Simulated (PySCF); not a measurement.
**Electron correlation in Pb (lead, neutral)**

[Xe] 4f14 5d10 6s2 6p2, high-spin 3P determinant. Calculation: PySCF 2.14, in aug-cc-pVTZ-PP with one added diffuse shell each of d, f type with ECP60MDF (6s5p5d3f, 67 functions); a scalar-relativistic core potential. Frozen: 5s2 5p6 5d10; 4 electrons correlated.

MP2 pair energies summed by pair of shells (mhartree):

```tsv
pair	energy	share (%)
6s-6p	-21.67	58.8
6s-6s	-11.58	31.4
6p-6p	-3.62	9.8
```

Total MP2 correlation energy: -36.88 mhartree.

Same-spin part -7.07 and opposite-spin part -29.81 mhartree; SCS-MP2 scales them by 1/3 and 6/5 to -38.13 mhartree.

Spin-orbit coupling is strong in this species, so the high-spin LS determinant is a model state.
